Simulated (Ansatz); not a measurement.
Reactions of `FC(Br)=C(F)I`.

Computed with Ansatz on PBE0-D4/def2-TZVP structures; ΔE is electronic, products minus reactants. CCSD(T)/CBS is the MP2 limit (def2-TZVPP, def2-QZVPP) plus CCSD(T) − MP2 in def2-TZVPP, frozen cores. This one scheme is used for every species, atoms too. Double bonds are as drawn, so ΔE can hold a change between cis and trans. Functionals use def2-TZVPP. No spin–orbit coupling; open shells (•) take unrestricted orbitals. Spin–orbit coupling would lower the free atoms: a little for C, F; clearly for Br; strongly for I. Elements past krypton have def2 core potentials. For Br, I outer-core shells are correlated without core-valence functions, so the limit isn't a true one: a few kJ/mol of doubt a bond, and 10 to 20 or more in all where bonds break to atoms. Scalar relativity is left out up to krypton.

```json
{"reaction": "`F/C(Br)=C(/F)I` + H–F → `FC(F)=C(F)I` + HBr", "ωB97X-V (eV)": "0.04", "HF/CBS(def2) (eV)": "-0.15"}
{"reaction": "`F/C(Br)=C(/F)I` + H₂ → `F/C=C(/F)I` + HBr", "ωB97X-V (eV)": "-0.89", "HF/CBS(def2) (eV)": "-1.24"}
{"reaction": "`F/C(Br)=C(/F)I` → Br• + 2 C• + 2 F• + I•", "ωB97X-V (eV)": "21.36", "HF/CBS(def2) (eV)": "12.88"}
{"reaction": "`F/C(Br)=C(/F)I` + H₂ → `F/C=C(\\F)Br` + HI", "ωB97X-V (eV)": "-0.83", "HF/CBS(def2) (eV)": "-1.22"}
```

Q: Give the CCSD(T)/CBS values in the same order. (Best estimate.)

A: Computed: 0.23, -0.88, 21.41, -0.77 eV.

Largest T1 diagnostic: 0.012, for `FC(F)=C(F)I`.
